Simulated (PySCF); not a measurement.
Electron correlation in F²⁺ (fluorine, charge +2)

[He] 2s2 2p3, high-spin 4S determinant. Calculation: PySCF 2.14, in dyall-av3z (15s9p3d2f, 71 functions); the spin-free X2C one-electron Hamiltonian (Gaussian nucleus). Frozen: 1s2; 5 electrons correlated; the 14 highest virtual orbitals of each spin left out.

MP2 pair energies summed by pair of shells (mhartree):

```
 pair  energy  share (%)
2s-2p  -70.05       66.6
2p-2p  -24.00       22.8
2s-2s  -11.09       10.6
```

Total MP2 correlation energy: -105.15 mhartree.

Same-spin part -30.46 and opposite-spin part -74.69 mhartree; SCS-MP2 scales them by 1/3 and 6/5 to -99.78 mhartree.
